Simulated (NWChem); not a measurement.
Species: C₃H₄FNSi; SMILES N#C/C=C\[SiH2]F

```xyz
10

N      1.0073     2.7535     0.0000
C      0.0495     2.0919     0.0000
C     -1.1250     1.2716     0.0000
C     -1.0691    -0.0735     0.0000
Si     0.4988    -1.1110     0.0000
F      0.0091    -2.6509     0.0000
H     -2.0713     1.8098     0.0000
H     -2.0243    -0.6003     0.0000
H      1.2983    -0.8581    -1.2222
H      1.2983    -0.8581     1.2222
```
Atoms are numbered in this order, from 1.

Computed with NWChem. The geometry was optimised at B3LYP/6-31G* (spherical d). Atomic charges in e: unrestrained fits to the electrostatic potential beside Mulliken populations; buried atoms are poorly determined by the fit.

Predict the results for B3LYP/def2-SVP. Quantities: ESP N1; Mulliken N1; ESP C2; Mulliken C2; ESP C3; Mulliken C3; ESP C4; Mulliken C4; ESP Si5; Mulliken Si5; relative RMS misfit of the potential (%).


```
Quantity                                  Result
----------------------------------------  ------
ESP N1                                     -0.44
Mulliken N1                                 0.04
ESP C2                                      0.41
Mulliken C2                                -0.14
ESP C3                                     -0.21
Mulliken C3                                -0.03
ESP C4                                     -0.24
Mulliken C4                                -0.19
ESP Si5                                     0.79
Mulliken Si5                                0.73
relative RMS misfit of the potential (%)      23
```
